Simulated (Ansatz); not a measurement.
`CBCF` + HCl → `FCBCl` + CH₄ at 298.15 K and 1 bar (ligand exchange at a B–C bond).

Gas-phase electronic energies from Ansatz, PBE0-D4/def2-TZVP geometries. CCSD(T)/CBS is the MP2 limit (def2-TZVPP, def2-QZVPP) plus CCSD(T) − MP2 in def2-TZVPP, frozen cores. This one scheme is used for every species. Each species was taken in one conformer, which may not be the lowest.

| species | CCSD(T)/CBS energy (Eh) | H − E (kJ/mol) | S (J/(mol·K)) |
| --- | --- | --- | --- |
| `CBCF` | -204.28650 | 221.9 | 308.8 |
| HCl | -460.38127 | 26.6 | 186.8 |
| `FCBCl` | -624.24106 | 128.7 | 297.9 |
| CH₄ | -40.46206 | 127.4 | 186.2 |

H − E and S are ideal-gas, rigid-rotor, harmonic terms from PBE0-D4/def2-TZVP, for one conformer and one mirror image of each species. 1 Eh = 2625.50 kJ/mol, R = 8.31446 J/(mol·K).

Question: By hand: ΔE, ΔH, ΔS and ΔG.

Answer: ΔE = (-624.24106) + (-40.46206) − (-204.28650) − (-460.38127) = -0.03535 Eh = -92.8 kJ/mol. Δ(H − E) = 128.7 + 127.4 − 221.9 − 26.6 = 7.6, so ΔH = -85.2 kJ/mol. ΔS = 297.9 + 186.2 − 308.8 − 186.8 = -11.5 J/(mol·K). ΔG = -85.2 − 298.15 × (-11.5)/1000 = -81.8 kJ/mol.

Question: By hand: the equilibrium constant, and the temperature at which ΔG would vanish if ΔH and ΔS stayed fixed.

Answer: log₁₀ K = −ΔG/(RT ln 10) = 14.3. ΔG = 0 at ΔH/ΔS = 7409 K, far beyond where these terms or the molecules hold.

The number of gas molecules stays the same, so ΔS is small and ΔH decides. A doubt of 5 kJ/mol in ΔE shifts log₁₀ K by 0.9 here. Other conformers and mirror images would add mixing entropy, several J/(mol·K) or more a flexible species. These are equilibria of isolated gas molecules and say nothing of rates. Largest T1 diagnostic: 0.012 (customary marks: 0.02 for closed shells, 0.045 for open ones).
